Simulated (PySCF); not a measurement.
InO, SMILES [O]=[In], multiplicity 2. Atoms are numbered in the order given.

```xyz
2

In     0.0000     0.0000    -0.2727
O      0.0000     0.0000     1.6703
```
Charge 0, spin multiplicity 2.

The structure is a stationary point at B3LYP-D3(BJ)/def2-TZVP. The def2 effective core potentials stand for the cores of In; spin–orbit coupling is left out.

Calculation: M06-2X/def2-TZVPD in PySCF.

Mulliken values depend strongly on the basis, most of all with diffuse functions as here. ESP charges are fitted to the potential on shells at 1.4 to 2.0 van der Waals radii. Atomic charges (e):

| atom | Mulliken | ESP fit | Mulliken spin |
|---|---|---|---|
| In1 | 0.65 | [?] | 0.28 |
| O2 | -0.65 | [?] | 0.72 |

Problem. Complete the blanks. (Estimate from the structure and the level; the computed values follow.)

Solution. 
- In1, ESP fit: 0.51
- O2, ESP fit: -0.51
